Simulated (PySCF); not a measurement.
F3Si, SMILES F[Si](F)F, multiplicity 2.

Coordinates come from a r2SCAN-D4/def2-TZVP optimisation. The isomer is the one that the SMILES or the coordinates give; other isomers of the formula were not compared.

Computed with ωB97X/def2-TZVPD run with PySCF.

Isolated molecule, no solvent.

Computed frontier levels, dipole moment and polarisability:
- α spin, highest occupied and lowest empty level = -10.22 and 2.02 eV
- β spin, highest occupied and lowest empty level = -14.98 and -2.33 eV
- dipole moment = 0.238 e·Å
- quadrupole, principal values (traceless, Buckingham form, about the centre of nuclear charge) = -1.52, -1.52, 3.04 D·Å
- mean static polarisability = 26.2 bohr³ (3.88 Å³)
- polarisability, principal values = 23.8, 27.4, 27.4 bohr³
- ⟨S²⟩ = 0.751 (pure state 0.75)
